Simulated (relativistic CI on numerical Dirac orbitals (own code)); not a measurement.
## Line list: Electric-dipole lines, Pd³⁺

These numbers are calculated, not measured: Dirac-Coulomb-Breit CI, KLI orbitals optimised for each configuration, QED by a radiative potential, valence Slater integrals scaled by 0.85, P86 correlation energy added to each configuration (own radial code, finite nucleus).

Configurations in the expansion (outside the closed core [Ar] 3d10 4s2): 4p⁶4d⁷, 4p⁶4d⁶5s, 4p⁶4d⁶5p, 4p⁶4d⁶4f, 4p⁶4d⁶5d, 4p⁶4d⁶6s, 4p⁵4d⁸, 4p⁶4d⁶6p, 4p⁶4d⁵5s5p, 4p⁶4d⁶6d, 4p⁶4d⁶7s, 4p⁶4d⁶5f, 4p⁶4d⁶7p, 4p⁶4d⁶5g, 4p⁶4d⁶7d, 4p⁶4d⁵4f5s, 4p⁶4d⁵5p5d, 4p⁶4d⁵5s², 4p⁶4d⁴5s²5p, 4p⁶4d⁴4f5s², 4p⁶4d⁴5s²5d, 4p⁶4d⁴5s²6s. Double excitations out of closed p, d and f shells are left out; levels of such configurations are missing from the list, as are those of other unlisted configurations, and high levels can miss mixing partners.

| λ vac (Å) | Lower | Upper | A (s⁻¹) | E lower (cm⁻¹) | E upper (cm⁻¹) |
| --- | --- | --- | --- | --- | --- |
| 573.83 | 4p⁶4d⁷ ⁴F9/2 [1] | 4p⁶4d⁶5p ⁴F°9/2 [134] | 2.05e+09 | 0.0 | 174269.0 |
| 574.48 | 4p⁶4d⁷ ⁴F9/2 [1] | 4p⁶4d⁶5p ⁴D°7/2 [133] | 1.67e+09 | 0.0 | 174069.9 |
| 576.11 | 4p⁶4d⁷ ⁴F7/2 [2] | 4p⁶4d⁶5p ⁴F°7/2 [144] | 2.24e+09 | 2698.9 | 176277.7 |
| 580.13 | 4p⁶4d⁷ ⁴F7/2 [2] | 4p⁶4d⁶5p ⁴G°9/2 [139] | 1.36e+09 | 2698.9 | 175074.8 |
| 582.06 | 4p⁶4d⁷ ⁴F7/2 [2] | 4p⁶4d⁶5p ⁴D°5/2 [135] | 1.46e+09 | 2698.9 | 174502.1 |
| 584.58 | 4p⁶4d⁷ ⁴F5/2 [3] | 4p⁶4d⁶5p ⁴D°3/2 [141] | 2.71e+09 | 4356.5 | 175419.4 |
| 592.05 | 4p⁶4d⁷ ⁴F9/2 [1] | 4p⁶4d⁶5p ⁴G°9/2 [113] | 1.12e+09 | 0.0 | 168905.3 |
| 594.09 | 4p⁶4d⁷ ⁴F9/2 [1] | 4p⁶4d⁶5p ⁴G°11/2 [112] | 2.33e+09 | 0.0 | 168324.6 |
| 607.49 | 4p⁶4d⁷ ²H11/2 [11] | 4p⁶4d⁶5p ²G°9/2 [181] | 2.07e+09 | 20019.4 | 184630.5 |
| 608.35 | 4p⁶4d⁷ ²H9/2 [14] | 4p⁶4d⁶5p ²G°9/2 [198] | 2.50e+09 | 22769.7 | 187148.9 |
| 610.03 | 4p⁶4d⁷ ²H9/2 [14] | 4p⁶4d⁶5p ²H°9/2 [197] | 2.41e+09 | 22769.7 | 186695.6 |
| 614.77 | 4p⁶4d⁷ ²H11/2 [11] | 4p⁶4d⁶5p ²H°11/2 [176] | 3.27e+09 | 20019.4 | 182681.5 |
| 634.97 | 4p⁶4d⁷ ⁴F9/2 [1] | 4p⁶4d⁶5p ⁴F°9/2 [93] | 7.31e+08 | 0.0 | 157488.5 |
| 635.05 | 4p⁶4d⁷ ⁴F9/2 [1] | 4p⁶4d⁶5p ⁴D°7/2 [92] | 1.66e+09 | 0.0 | 157467.9 |
| 676.84 | 4p⁶4d⁷ ⁴P5/2 [6] | 4p⁶4d⁶5p ⁴P°5/2 [102] | 1.60e+09 | 13970.4 | 161715.6 |
| 1201.3 | 4p⁶4d⁶5p ⁶D°9/2 [75] | 4p⁶4d⁶5d ⁶F11/2 [260] | 1.93e+09 | 146667.3 | 229909.5 |
| 1214.5 | 4p⁶4d⁶5p ⁴H°11/2 [109] | 4p⁶4d⁶5d ⁴I13/2 [333] | 1.85e+09 | 167687.3 | 250025.2 |
| 1218.3 | 4p⁶4d⁶5p ⁴I°13/2 [111] | 4p⁶4d⁶5d ⁴K15/2 [336] | 2.50e+09 | 168055.7 | 250135.0 |
| 1222.3 | 4p⁶4d⁶5p ⁶F°7/2 [85] | 4p⁶4d⁶5d ⁶G9/2 [282] | 2.01e+09 | 153023.2 | 234836.5 |
| 1242.1 | 4p⁶4d⁶5p ⁶F°9/2 [88] | 4p⁶4d⁶5d ⁶G11/2 [279] | 2.51e+09 | 153455.4 | 233961.6 |
| 1262.1 | 4p⁶4d⁶5p ⁶F°11/2 [90] | 4p⁶4d⁶5d ⁶G13/2 [274] | 3.05e+09 | 153572.9 | 232804.7 |
| 1267.6 | 4p⁶4d⁶5p ⁴I°15/2 [120] | 4p⁶4d⁶5d ⁴K17/2 [339] | 3.03e+09 | 171542.5 | 250429.3 |
| 1271.4 | 4p⁶4d⁶5p ⁴I°13/2 [131] | 4p⁶4d⁶5d ⁴I15/2 [358] | 2.59e+09 | 173360.2 | 252014.4 |
| 1271.9 | 4p⁶4d⁶5p ⁴H°13/2 [125] | 4p⁶4d⁶5d ²K15/2 [346] | 2.45e+09 | 172436.3 | 251056.1 |
| 1277.2 | 4p⁶4d⁶5p ⁴F°9/2 [93] | 4p⁶4d⁶5d ⁴G11/2 [289] | 2.31e+09 | 157488.5 | 235784.5 |
| 1285.2 | 4p⁶4d⁶5p ⁴F°7/2 [97] | 4p⁶4d⁶5d ⁴G9/2 [297] | 2.45e+09 | 159595.9 | 237404.9 |
| 1554.4 | 4p⁶4d⁶5s ⁶D9/2 [20] | 4p⁶4d⁶5p ⁶F°11/2 [90] | 9.67e+08 | 89241.1 | 153572.9 |
| 1583.6 | 4p⁶4d⁶5s ⁴G11/2 [39] | 4p⁶4d⁶5p ⁴H°13/2 [153] | 4.32e+08 | 115178.6 | 178326.6 |
| 1588.2 | 4p⁶4d⁶5s ²I13/2 [53] | 4p⁶4d⁶5p ²I°13/2 [193] | 7.80e+08 | 123444.2 | 186408.2 |
| 1594.6 | 4p⁶4d⁶5s ²H11/2 [44] | 4p⁶4d⁶5p ²H°11/2 [172] | 5.55e+08 | 119029.5 | 181740.5 |
| 1596.2 | 4p⁶4d⁶5s ⁴H11/2 [31] | 4p⁶4d⁶5p ⁴I°13/2 [131] | 5.55e+08 | 110711.1 | 173360.2 |
| 1597.1 | 4p⁶4d⁶5s ⁴P5/2 [33] | 4p⁶4d⁶5p ⁴D°7/2 [133] | 6.80e+08 | 111454.6 | 174069.9 |
| 1600.4 | 4p⁶4d⁶5s ⁶D7/2 [21] | 4p⁶4d⁶5p ⁶F°9/2 [88] | 7.35e+08 | 90971.4 | 153455.4 |
| 1601.4 | 4p⁶4d⁶5s ²I11/2 [54] | 4p⁶4d⁶5p ²I°11/2 [192] | 6.66e+08 | 123948.3 | 186394.7 |
| 1629.4 | 4p⁶4d⁶5s ⁴G9/2 [40] | 4p⁶4d⁶5p ⁴H°11/2 [156] | 5.91e+08 | 117127.8 | 178500.5 |
| 1632.6 | 4p⁶4d⁶5s ⁴F9/2 [69] | 4p⁶4d⁶5p ⁴G°11/2 [226] | 8.06e+08 | 140237.5 | 201489.0 |
| 1636.4 | 4p⁶4d⁶5s ⁴H13/2 [29] | 4p⁶4d⁶5p ⁴I°15/2 [120] | 8.48e+08 | 110434.5 | 171542.5 |
| 1701.4 | 4p⁶4d⁶5s ²I13/2 [53] | 4p⁶4d⁶5p ²K°15/2 [174] | 7.62e+08 | 123444.2 | 182218.3 |
| 1727.4 | 4p⁶4d⁶5s ⁴H13/2 [29] | 4p⁶4d⁶5p ⁴G°11/2 [112] | 4.46e+08 | 110434.5 | 168324.6 |
| 1735.5 | 4p⁶4d⁶5s ⁴H13/2 [29] | 4p⁶4d⁶5p ⁴I°13/2 [111] | 3.05e+08 | 110434.5 | 168055.7 |
| 1741.4 | 4p⁶4d⁶5s ⁶D9/2 [20] | 4p⁶4d⁶5p ⁶D°9/2 [75] | 6.90e+08 | 89241.1 | 146667.3 |
| 1820.9 | 4p⁶4d⁶5s ⁴D5/2 [26] | 4p⁶4d⁶5p ⁴F°7/2 [97] | 4.92e+08 | 104679.2 | 159595.9 |
| 1824.2 | 4p⁶4d⁶5s ²I11/2 [54] | 4p⁶4d⁶5p ²K°13/2 [161] | 5.17e+08 | 123948.3 | 178765.9 |
| 1828.5 | 4p⁶4d⁶5s ⁴D7/2 [25] | 4p⁶4d⁶5p ⁴F°9/2 [93] | 4.59e+08 | 102798.8 | 157488.5 |
| 1829.2 | 4p⁶4d⁶5s ⁴D7/2 [25] | 4p⁶4d⁶5p ⁴D°7/2 [92] | 4.21e+08 | 102798.8 | 157467.9 |

Terms are leading LS components. Brackets give the number of a level in order of energy, since labels repeat. The list gives strong lines, with weight on those to low levels, without lines whose two gauges differ by over a factor of 2.5, among the lowest 400 of 6715 levels, so that lines to higher ones, which can be the strongest, are missing, and without lines across small gaps between configurations. Levels whose partners in the same complex of configurations lie outside the list can be far off, and so can their lines. Rates are taken at the computed energies, electric ones in the length gauge.

Correlation outside the listed configurations is missing or only estimated: errors of thousands of cm⁻¹ between configurations and terms are usual at this charge. Rates and lifetimes follow the computed energies and can be off by large factors. The fine structure of a lone outer electron comes out too small, for d and f at times inverted, and misplaced configurations move strength between like terms.

LS names give the leading component of a level, which can be under half, so a name can repeat, a term be missing and a line seem to break the LS rules.
